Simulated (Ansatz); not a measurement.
Computed with Ansatz on PBE0-D4/def2-TZVP structures; ΔE is electronic, products minus reactants. CBS: MP2 limit from def2 TZ/QZ plus the TZ coupled-cluster correction, frozen cores. This one scheme is used for every species. Functionals use def2-TZVPP. B3LYP here is the variant with VWN-RPA as its local correlation; programs differ in this. HSE06 is defined as in plane-wave codes. One conformer a species, not always the lowest.

`O[SiH](F)[AlH2]` + `BC` → `C[BH][AlH2]` + `O[SiH2]F`  (formal exchange of groups at the Al–Si bond)

```csv
level,ΔE (kJ/mol),difference from CCSD(T)/CBS
LDA (SPW92),17.2,0.0
PBE-D4,21.1,3.9
revPBE-D4,21.1,3.9
BLYP-D4,21.0,3.8
r2SCAN-D4,16.8,-0.4
PBE0-D4,20.5,3.3
B3LYP-D4,20.6,3.4
r2SCANh-D4,17.0,-0.2
HSE06-D4,20.4,3.2
BHLYP-D4,20.6,3.4
CAM-B3LYP-D4,19.5,2.3
ωB97X-V,19.7,2.5
ωB97M-V,16.3,-0.9
B2PLYP,18.2,1.0
PBE-QIDH,18.0,0.8
PBE,20.4,3.2
revPBE,20.8,3.6
r2SCAN,16.6,-0.6
PBE0,19.8,2.6
B3LYP,19.3,2.1
r2SCAN0,17.0,-0.2
HSE06,19.7,2.5
CAM-B3LYP,18.7,1.5
LC-ωPBE,19.7,2.5
RPA@PBE/def2-TZVPP,15.5,-1.7
HF/def2-SVP,16.6,-0.6
MP2/def2-SVP,10.6,-6.6
CCSD/def2-SVP,10.2,-7.0
CCSD(T)/def2-SVP,9.8,-7.4
HF/def2-TZVPP,17.8,0.6
MP2/def2-TZVPP,15.9,-1.3
SCS-MP2/def2-TZVPP,16.0,-1.2
CCSD/def2-TZVPP,15.9,-1.3
CCSD(T)/def2-TZVPP,15.8,-1.4
HF/def2-QZVPP,17.6,0.4
MP2/def2-QZVPP,16.6,-0.6
SCS-MP2/def2-QZVPP,16.7,-0.5
HF/CBS(def2),17.5,0.3
MP2/CBS(def2),17.3,0.1
CCSD/CBS(def2),17.2,0.0
CCSD(T)/CBS,17.2,0
```

Problem. What do rigid-rotor, harmonic-oscillator terms from PBE0-D4/def2-TZVP frequencies (298.15 K, 1 bar) make of the CCSD(T)/CBS value? (An estimate is asked.)

Solution. Computed: ΔZPE = -0.2 kJ/mol, ΔH = +15.4 kJ/mol, ΔS = -7 J/(mol·K), ΔG = +17.5 kJ/mol.

Largest T1 diagnostic among the species: 0.012.

At CCSD(T), def2-SVP lies −7.4 kJ/mol from the extrapolated value and def2-TZVPP −1.4 kJ/mol. Leaving LDA and LC-ωPBE aside and taking each functional with its dispersion term where it has one, the values, not all of them listed here, spread over 6.4 kJ/mol, from B97M-V to revPBE-D4. LDA lies −3.1 kJ/mol from PBE without D4.
